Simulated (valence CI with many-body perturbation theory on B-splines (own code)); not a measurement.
**Ho⁶⁰⁺: electric-dipole lines**

Calculated by valence CI with perturbative core correlation (CI+MBPT): five valence electrons over a frozen Dirac-Fock core [He], radial functions for each j: 11 s, 11 p, 10 d, 8 f, 5 g, 2 h, with the one-electron correlation potential Σ1 (screened to all orders), the two-electron term Σ2, the three-electron term Σ3, Breit, model QED; selected single and double excitations, second order for the rest, scaled by the run's own slope (own B-spline code, finite nucleus).

The last digits are not significant, and no measured levels were compared; by estimate large intervals hold to a few tenths of a per cent, small ones and those within an open d or f shell to about a per cent. Among the levels kept, up to 7300 cm⁻¹ of a level comes from second order outside the variational space, and about a tenth of that is noise between levels of different J, which matters for small intervals.

Lines 51 to 100 of 584 in falling wavelength, among levels below 10094 eV, chosen from the strongest by gf and those to the six lowest levels. Wavelengths and rates use the calculated energies. Electric multipoles are in the length gauge, E1 and E2 with the static RPA response of the core. Weak lines are less certain than strong ones. Lines between different terms over intervals too small for the method are left out, as are lines whose strength nearly cancels. The highest levels of a list are the least certain.

Levels are named by their leading jj configuration (3d3/2^4 stands for four electrons in 3d with j = 3/2), which in mixed levels can hold well under half, so a name can repeat and another be missing. Letters in brackets count levels of one name in rising energy.

```tsv
λ vac (Å)	Upper	Lower	A (s⁻¹)	S (a.u.)
38.43	(2s 2p1/2^2 2p3/2^2) J=1/2	(2s^2 2p1/2 2p3/2^2) J=1/2	5.67e+10	3.17e-03
38.27	(2s 2p1/2 2p3/2^2 3p3/2) J=7/2 [c]	(2s^2 2p3/2^2 3p3/2) J=5/2	1.30e+11	2.87e-02
38.16	(2p1/2^2 2p3/2^2 3p3/2) J=7/2	(2s 2p1/2 2p3/2^2 3p3/2) J=5/2 [b]	5.81e+10	1.27e-02
38.15	(2p1/2^2 2p3/2^2 3p3/2) J=5/2	(2s 2p1/2 2p3/2^2 3p3/2) J=5/2 [b]	1.19e+11	1.96e-02
37.64	(2s 2p1/2 2p3/2^2 3p3/2) J=5/2 [a]	(2s 2p1/2 2p3/2^2 3s) J=3/2 [a]	1.71e+11	2.70e-02
37.58	(2s 2p1/2 2p3/2^2 3p3/2) J=3/2 [b]	(2s 2p1/2 2p3/2^2 3s) J=5/2 [b]	1.50e+11	1.57e-02
37.43	(2p1/2^2 2p3/2^2 3d3/2) J=3/2	(2s 2p1/2 2p3/2^2 3d3/2) J=3/2 [b]	1.84e+11	1.90e-02
37.26	(2s 2p1/2 2p3/2^2 3d3/2) J=7/2 [b]	(2s 2p1/2 2p3/2^2 3p1/2) J=5/2 [b]	1.46e+11	2.98e-02
37.25	(2s 2p1/2 2p3/2^2 3d3/2) J=5/2 [e]	(2s^2 2p3/2^2 3d3/2) J=3/2 [a]	7.05e+10	1.08e-02
37.22	(2p1/2^2 2p3/2^2 3d3/2) J=5/2	(2s 2p1/2 2p3/2^2 3d3/2) J=3/2 [b]	6.97e+10	1.06e-02
37.20	(2s 2p1/2 2p3/2^2 3p3/2) J=7/2 [b]	(2s 2p1/2 2p3/2^2 3s) J=5/2 [b]	1.85e+11	3.77e-02
37.05	(2s^2 2p1/2 2p3/2 3d3/2) J=5/2 [b]	(2s^2 2p1/2 2p3/2 3p1/2) J=3/2 [b]	1.96e+11	2.96e-02
36.98	(2s 2p1/2 2p3/2^2 3d3/2) J=5/2 [e]	(2s 2p1/2 2p3/2^2 3p1/2) J=3/2 [d]	1.27e+11	1.90e-02
36.80	(2p1/2^2 2p3/2^2 3d3/2) J=1/2	(2s 2p1/2 2p3/2^2 3d3/2) J=3/2 [b]	3.13e+11	1.54e-02
36.62	(2s 2p1/2 2p3/2^2 3p3/2) J=1/2 [a]	(2s 2p1/2 2p3/2^2 3s) J=3/2 [a]	4.88e+11	2.37e-02
36.62	(2s^2 2p1/2 2p3/2 3p3/2) J=3/2 [a]	(2s^2 2p1/2 2p3/2 3s) J=3/2 [b]	1.69e+11	1.64e-02
36.57	(2p1/2^2 2p3/2^2 3d3/2) J=3/2	(2s 2p1/2 2p3/2^2 3d3/2) J=5/2 [b]	1.12e+11	1.08e-02
36.50	(2s 2p1/2 2p3/2^2 3p3/2) J=3/2 [e]	(2s 2p1/2 2p3/2^2 3s) J=1/2 [c]	1.65e+11	1.59e-02
36.49	(2s 2p1/2 2p3/2^2 3d3/2) J=3/2 [f]	(2s 2p1/2 2p3/2^2 3p1/2) J=1/2 [c]	1.22e+11	1.17e-02
36.37	(2s^2 2p1/2 2p3/2 3d3/2) J=3/2 [b]	(2s^2 2p1/2 2p3/2 3p1/2) J=3/2 [b]	2.42e+11	2.30e-02
36.37	(2p1/2^2 2p3/2^2 3d3/2) J=5/2	(2s 2p1/2 2p3/2^2 3d3/2) J=5/2 [b]	1.55e+11	2.21e-02
36.35	(2s 2p1/2^2 2p3/2 3p3/2) J=3/2 [a]	(2s 2p1/2^2 2p3/2 3s) J=3/2 [a]	3.76e+11	3.57e-02
36.27	(2p1/2^2 2p3/2^2 3d3/2) J=7/2	(2s 2p1/2 2p3/2^2 3d3/2) J=5/2 [b]	1.72e+11	3.24e-02
36.04	(2s 2p1/2 2p3/2^2 3p3/2) J=5/2 [c]	(2s 2p1/2 2p3/2^2 3s) J=3/2 [d]	1.01e+11	1.40e-02
35.96	(2s 2p1/2^2 2p3/2 3d3/2) J=3/2 [b]	(2s 2p1/2^2 2p3/2 3p1/2) J=1/2	1.33e+11	1.22e-02
35.87	(2s 2p1/2 2p3/2^2 3d3/2) J=5/2 [b]	(2s 2p1/2 2p3/2^2 3p1/2) J=5/2 [b]	1.90e+11	2.59e-02
35.85	(2s 2p1/2 2p3/2^2 3d3/2) J=5/2 [a]	(2s 2p1/2 2p3/2^2 3p1/2) J=5/2 [a]	1.82e+11	2.49e-02
35.82	(2s 2p1/2 2p3/2^2 3d3/2) J=3/2 [c]	(2s 2p1/2 2p3/2^2 3p1/2) J=1/2 [a]	2.11e+11	1.91e-02
35.70	(2s^2 2p3/2^2 3p3/2) J=5/2	(2s^2 2p3/2^2 3s) J=3/2	2.30e+11	3.10e-02
35.70	(2s 2p1/2^2 2p3/2 3d3/2) J=5/2 [a]	(2s 2p1/2^2 2p3/2 3p1/2) J=5/2	2.00e+11	2.69e-02
35.70	(2s 2p1/2 2p3/2^2 3p3/2) J=7/2 [c]	(2s 2p1/2 2p3/2^2 3s) J=5/2 [c]	3.92e+11	7.04e-02
35.60	(2s 2p1/2^2 2p3/2 3d3/2) J=5/2 [a]	(2s 2p1/2^2 2p3/2 3p1/2) J=3/2 [a]	1.70e+11	2.28e-02
35.52	(2s^2 2p3/2^2 3p3/2) J=1/2	(2s^2 2p3/2^2 3s) J=3/2	4.58e+11	2.03e-02
35.49	(2s 2p1/2 2p3/2^2 3d3/2) J=7/2 [c]	(2s 2p1/2 2p3/2^2 3p1/2) J=5/2 [c]	2.90e+11	5.12e-02
35.46	(2s^2 2p1/2 2p3/2 3d3/2) J=1/2 [b]	(2s^2 2p1/2 2p3/2 3p1/2) J=3/2 [b]	3.25e+11	1.43e-02
35.28	(2s^2 2p1/2 2p3/2 3p3/2) J=7/2	(2s^2 2p1/2 2p3/2 3s) J=5/2	5.65e+11	9.79e-02
35.26	(2s 2p1/2^2 2p3/2 3p3/2) J=5/2 [b]	(2s 2p1/2^2 2p3/2 3s) J=3/2 [b]	4.23e+11	5.49e-02
35.25	(2s 2p1/2^2 2p3/2 3p3/2) J=3/2 [b]	(2s^2 2p1/2 2p3/2 3p3/2) J=1/2 [a]	1.17e+11	1.01e-02
35.22	(2s^2 2p1/2 2p3/2 3d3/2) J=3/2 [a]	(2s^2 2p1/2 2p3/2 3p1/2) J=3/2 [a]	1.62e+11	1.40e-02
35.22	(2s^2 2p3/2^2 3d3/2) J=5/2	(2s^2 2p3/2^2 3p1/2) J=5/2	2.17e+11	2.81e-02
35.16	(2s^2 2p3/2^2 3d3/2) J=3/2 [b]	(2s^2 2p3/2^2 3p1/2) J=1/2	3.60e+11	3.09e-02
35.14	(2s 2p1/2^2 2p3/2 3d3/2) J=3/2 [a]	(2s 2p1/2^2 2p3/2 3p1/2) J=3/2 [a]	3.13e+11	2.68e-02
35.13	(2s^2 2p1/2 2p3/2 3d3/2) J=5/2 [a]	(2s^2 2p1/2 2p3/2 3p1/2) J=3/2 [a]	3.16e+11	4.06e-02
35.13	(2s^2 2p3/2^2 3d3/2) J=7/2	(2s^2 2p3/2^2 3p1/2) J=5/2	4.03e+11	6.89e-02
35.11	(2s 2p1/2 2p3/2^2 3p3/2) J=7/2 [a]	(2s 2p1/2 2p3/2^2 3s) J=5/2 [a]	5.76e+11	9.85e-02
35.10	(2s 2p1/2 2p3/2^2 3p3/2) J=5/2 [c]	(2s 2p1/2 2p3/2^2 3s) J=3/2 [b]	4.37e+11	5.59e-02
35.09	(2s^2 2p3/2^2 3p3/2) J=7/2	(2s^2 2p3/2^2 3s) J=5/2	6.06e+11	1.03e-01
35.08	(2s 2p1/2 2p3/2^2 3d3/2) J=3/2 [b]	(2s 2p1/2 2p3/2^2 3p1/2) J=5/2 [b]	3.99e+11	3.40e-02
35.07	(2s 2p1/2 2p3/2^2 3d3/2) J=3/2 [a]	(2s 2p1/2 2p3/2^2 3p1/2) J=3/2 [a]	3.03e+11	2.58e-02
35.06	(2s^2 2p3/2^2 3d3/2) J=3/2 [a]	(2s^2 2p3/2^2 3p1/2) J=3/2	2.63e+11	2.24e-02
```
